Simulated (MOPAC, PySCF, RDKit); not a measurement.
Internal rotation in SMILES C(=Cc1ccco1)c1ccccc1. Scanned: dihedral C1–C2–C3–O7; all other coordinates were relaxed at GFN2-xTB. Points at φ and −φ are mirror images. Heavy atoms are numbered in the order of the SMILES C(=Cc1ccco1)c1ccccc1, hydrogens after them in the order of the atoms that carry them; the mirror image has the same energies with the sign of each dihedral reversed.

UFF // GFN2-xTB (RDKit); RKS-BP86/6-31G* = restricted BP86/6-31G*, spherical d, density fitting // GFN2-xTB (PySCF); PM6, restricted, heats of formation // GFN2-xTB (MOPAC).

Energies in kJ/mol, each method relative to its own lowest point.

```tsv
φ / °	UFF	RKS-BP86/6-31G*	PM6
-165	8.9	—	0.7
-150	11.3	10.0	2.7
-135	16.8	16.6	5.7
-120	25.0	25.2	8.6
-105	33.5	33.8	10.3
-90	37.2	38.7	10.3
-75	32.1	36.6	9.7
-60	23.0	28.4	8.3
-45	13.9	17.9	6.0
-30	6.4	8.4	3.5
-15	1.6	2.2	1.7
0	0.0	0.0	1.1
15	1.6	2.2	1.7
30	6.4	8.4	3.5
45	13.9	17.9	6.0
60	23.0	28.4	8.3
75	32.1	36.6	9.7
90	37.2	38.7	10.3
105	33.5	33.8	10.3
120	25.0	25.2	8.6
135	16.8	16.6	5.7
150	11.3	10.0	2.7
165	8.9	—	0.7
180	8.6	—	0.0
```

A dash means that the run gave no value there, or that the column was ended at a point which the program doubted or which failed a test of continuity chosen for this set; such a test can also cut sound points.
